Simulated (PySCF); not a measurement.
2-pyridin-2-yl-1,3-thiazole (C8H6N2S), SMILES c1ccc(-c2sccn2)nc1. Heavy atoms are numbered as in [cH:1]1[cH:2][cH:3][c:4](-[c:5]2[n:6][cH:7][cH:8][s:9]2)[n:10][cH:11]1. Hydrogens are named by the atom that carries them.

Geometry optimised at PBE0-D3(BJ)/def2-SVP. One conformer was computed; it need not be the lowest.

All values below come from KT2/pcSseg-1 in PySCF.

GIAO shieldings, no solvent; atoms alike by connectivity are averaged. δ = σ(ref) − σ: ¹³C against TMS (σ = 185.1 ppm); ¹⁵N against NH3 (σ = 266.2 ppm); ³³S against H2S (σ = 723.0 ppm); ¹H against TMS (σ = 31.47 ppm), references at their B3LYP-D3(BJ)/def2-TZVP geometries, non-relativistic.

```
nucleus     atoms  count  δ (ppm)
-------  --------  -----  -------
¹³C            C5      1    160.5
¹³C            C4      1    146.7
¹³C      C11 (CH)      1    146.1
¹³C       C7 (CH)      1    141.1
¹³C       C2 (CH)      1    131.7
¹³C       C1 (CH)      1    119.8
¹³C       C3 (CH)      1    118.8
¹³C       C8 (CH)      1    117.7
¹⁵N            N6      1    340.5
¹⁵N           N10      1    330.2
³³S            S9      1    447.5
¹H       H on C11      1     8.82
¹H        H on C7      1     8.10
¹H        H on C3      1     7.84
¹H        H on C2      1     7.70
¹H        H on C8      1     7.23
¹H        H on C1      1     7.04
```
